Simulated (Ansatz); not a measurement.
Reaction (redistribution): `BC[SiH2]F` + `N[SiH](O)S[SiH3]` → `BC[SiH2]S[SiH3]` + `N[SiH](O)F`

Gas-phase electronic energies from Ansatz, PBE0-D4/def2-TZVP geometries. CCSD(T)/CBS is the MP2 limit (def2-TZVPP, def2-QZVPP) plus CCSD(T) − MP2 in def2-TZVPP, frozen cores. This one scheme is used for every species. DFT in def2-TZVPP. One conformer a species, not always the lowest.

```
           species  B2PLYP energy (Eh)
       `BC[SiH2]F`          -455.78757
`N[SiH](O)S[SiH3]`         -1111.13518
 `BC[SiH2]S[SiH3]`         -1045.19346
      `N[SiH](O)F`          -521.73476
```

(1) Work out ΔE.

Largest T1 diagnostic among the species: 0.012.

## Answers

(1) ΔE = (-1045.19346) + (-521.73476) − (-455.78757) − (-1111.13518) = -0.00547 Eh = -14.4 kJ/mol. CCSD(T)/CBS gives -20.1 kJ/mol.

The D4 term adds −7.4 kJ/mol with B3LYP and −4.0 kJ/mol with PBE0; it sums over pairs of atoms, weighted by their polarisabilities, and B3LYP, whose exchange is more repulsive, gets the larger term. In def2-TZVPP, CCSD(T) changes the Hartree–Fock value by −15.9 kJ/mol (the triples alone add −2.4 kJ/mol) and MP2 by −17.0 kJ/mol.

B3LYP here is the variant with VWN-RPA as its local correlation; programs differ in this.
